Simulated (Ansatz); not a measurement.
Species: C4H5O2, net charge 1, singlet state. It need not be the lowest isomer of its formula. 
Coordinates optimised at B3LYP-D3(BJ)/def2-TZVP (Ansatz, an electronic-structure program):
SMILES: [OH2+]c1ccco1
```xyz
11

O      1.9810     0.1607     0.1467
C      0.5567     0.1506     0.0590
C     -0.3277     1.1567     0.1752
C     -1.5908     0.5010    -0.0116
C     -1.3368    -0.8146    -0.2181
O      0.0198    -1.0480    -0.1755
H      2.4620    -0.0410    -0.6840
H      2.3653    -0.3108     0.9162
H     -0.1343     2.1988     0.3627
H     -2.5597     0.9699     0.0090
H     -1.9479    -1.6802    -0.4009
```
Charge +1, spin multiplicity 1.

Basis-set convergence of Hartree-Fock and CCSD correlation energies (hartree) with Ansatz. Correlated levels leave the core frozen unless marked. Spin-orbit coupling is left out. No relativistic terms.

The Hartree-Fock reference is unstable (checked in the largest basis), which strains HF and MP2. 

```tsv
basis	functions	E(HF)	E(corr, CCSD)
cc-pVDZ	109	-303.79293	-0.91687
cc-pVTZ	250	-303.88174	-1.11101
cc-pVQZ	480	-303.90263	-1.17521
```

Extrapolating the two largest sets (X = 3 and 4) as X^-3: E(corr) = (64·(-1.17521) - 27·(-1.11101))/37 = -1.2221 Eh, an estimate of the basis-set limit. The largest set recovers 96.2 % of it, the smallest 75.0 %.
